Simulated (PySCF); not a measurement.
PBE0-D3(BJ)/def2-SVP geometry optimisation, IEF-PCM water with PySCF 2.14 and geomeTRIC: [Ni(H2O)5]3+, charge 3, multiplicity 4. Start (model start, shaken):

```
16

Ni    0.0000    0.0045   -0.0041
O    -0.0134   -0.0068    1.8851
H     0.7759    0.0201    2.4676
H    -0.7843    0.0073    2.4804
O     0.0016   -0.0140   -1.9004
H     0.7854   -0.0202   -2.4819
H    -0.8035   -0.0193   -2.5026
O     1.8965   -0.0190    0.0041
H     2.4773    0.7722   -0.0377
H     2.4669   -0.7757    0.0017
O    -0.9729    1.6383   -0.0147
H    -1.9208    1.7718   -0.0121
H    -0.5668    2.5442   -0.0088
O    -0.9517   -1.6438    0.0010
H    -0.5847   -2.5298    0.0204
H    -1.9319   -1.7430    0.0018
```

```tsv
step	E − E(start) / kcal mol⁻¹	largest force / Eh bohr⁻¹
0	0.00	0.03361
1	-6.99	0.01231
2	-11.01	0.01061
3	-14.17	0.01253
4	-14.58	0.00788
5	-15.57	0.00686
6	-16.24	0.00524
7	-17.07	0.00975
8	-17.75	0.00838
9	-19.32	0.00752
10	-20.27	0.00885
11	-21.28	0.00812
12	-22.10	0.00740
13	-22.64	0.00419
14	-22.76	0.00233
15	-22.83	0.00131
16	-22.90	0.00179
17	-22.98	0.00245
18	-23.07	0.00385
19	-23.18	0.00493
20	-23.32	0.00405
21	-23.41	0.00423
22	-23.48	0.00385
23	-23.52	0.00388
24	-23.55	0.00389
25	-23.59	0.00401
26	-23.63	0.00394
27	-23.72	0.00384
28	-23.69	0.00334
29	-23.80	0.00304
30	-23.83	0.00300
31	-23.93	0.00220
32	-23.98	0.00400
33	-24.08	0.00216
34	-24.15	0.00098
35	-24.17	0.00104
36	-24.20	0.00052
37	-24.23	0.00135
38	-24.24	0.00141
39	-24.27	0.00132
40	-24.29	0.00091
41	-24.30	0.00079
42	-24.31	0.00067
43	-24.31	0.00052
44	-24.31	0.00036
```

The optimisation met its thresholds. End point:

```
16

Ni   -0.0227   -0.0213   -0.0174
O     0.6771    1.0932    1.3172
H     1.4198    0.8247    1.8956
H     0.1454    1.7825    1.7633
O     0.2481    0.3512   -1.8387
H     1.1074    0.2095   -2.2835
H    -0.2952    0.9708   -2.3654
O     1.6554   -1.0910    0.0633
H     2.4981   -0.6183   -0.0628
H     1.7051   -1.8914   -0.4901
O    -1.7351    1.0009   -0.0755
H    -2.2700    1.0063    0.7397
H    -1.6905    1.9298   -0.3681
O    -1.0019   -1.5648    0.3937
H    -0.5989   -2.4057    0.6886
H    -1.9685   -1.5897    0.5396
```

Metal–donor distances, start → end: O2 1.889 → 1.874 Å, O5 1.896 → 1.879 Å, O8 1.897 → 1.992 Å, O11 1.902 → 1.995 Å, O14 1.903 → 1.874 Å.

No frequencies were computed, so the end point may be a saddle point.

The job took 16 min on one thread of AMD EPYC 9R45 96-Core Processor (shared host), with 151 basis functions and a peak of 1.4 GiB, launched as `OMP_NUM_THREADS=1 python lf_run.py task.json out`.
